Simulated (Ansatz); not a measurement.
Wavefunction ladder for `NC(F)(F)O[SiH3]`

```xyz
11

N     1.2929    1.0205    1.1870
C     0.2885    0.7434    0.2553
F    -0.9208    1.0949    0.7746
F     0.3824    1.5152   -0.8824
O     0.3095   -0.5553   -0.0944
Si   -0.9795   -1.4086   -0.7309
H     2.1616    0.5847    0.9138
H     1.4132    2.0159    1.3125
H    -0.3616   -2.6528   -1.2374
H    -1.6189   -0.6460   -1.8280
H    -1.9672   -1.7118    0.3299
```

Charge 0, multiplicity 1. All single points use the PBE0-D4/def2-TZVP geometry. It is one conformer, not always the lowest. Frozen core, restricted reference, Ansatz 0.2.0. CBS rows extrapolate triple and quadruple zeta; past MP2 they add the triple-zeta difference.

```
     basis     HF (Eh)  MP2 corr.
def2-TZVPP  -658.13567   -1.22509
def2-QZVPP  -658.16142   -1.32827
```

(1) Estimate the CCSD correlation energy and the (T) correction in each basis where they were run (hartree).

Results:

(1) 
```
     basis  CCSD corr.       (T)
def2-TZVPP    -1.25539  -0.04293
 CBS(def2)    -1.43500     as TZ
```
